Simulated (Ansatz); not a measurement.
`O[SiH2][SiH](O)Cl` and `O[SiH](Cl)Cl` differ in one atom or group.

Ansatz, PBE0-D4/def2-TZVP geometries, multiplicity 1. Each molecule was computed in one conformer, which needn't be the lowest.

```tsv
property	`O[SiH2][SiH](O)Cl`
size of the dipole moment (B3LYP/def2-TZVPP) / D	2.29
HOMO energy (B3LYP/def2-TZVPP) / eV	-7.71
LUMO energy (PBE0/def2-TZVPP) / eV	-0.86
HOMO energy (PBE/def2-TZVPP) / eV	-6.65
size of the dipole moment (ωB97M-V/def2-TZVPP) / D	2.30
LUMO energy (ωB97M-V/def2-TZVPP) / eV	0.87
```

Q: What does the change do to each property? (Best estimate.)

A: Ansatz gave: 
```json
{"property": "size of the dipole moment (B3LYP/def2-TZVPP) / D", "`O[SiH](Cl)Cl`": "1.05", "shift": "-1.24"}
{"property": "HOMO energy (B3LYP/def2-TZVPP) / eV", "`O[SiH](Cl)Cl`": "-8.91", "shift": "-1.20"}
{"property": "LUMO energy (PBE0/def2-TZVPP) / eV", "`O[SiH](Cl)Cl`": "0.37", "shift": "1.23"}
{"property": "HOMO energy (PBE/def2-TZVPP) / eV", "`O[SiH](Cl)Cl`": "-7.73", "shift": "-1.08"}
{"property": "size of the dipole moment (ωB97M-V/def2-TZVPP) / D", "`O[SiH](Cl)Cl`": "1.06", "shift": "-1.24"}
{"property": "LUMO energy (ωB97M-V/def2-TZVPP) / eV", "`O[SiH](Cl)Cl`": "1.98", "shift": "1.11"}
```

With PBE0 the HOMO falls by 1.31 eV and the LUMO rises by 1.23 eV, so the gap widens by about 2.54 eV. PBE moves the HOMO by -1.08 eV and ωB97M-V by -1.50 eV. Dipoles are sizes alone; their direction can turn.

B3LYP here is the variant with VWN-RPA as its local correlation; programs differ in this.
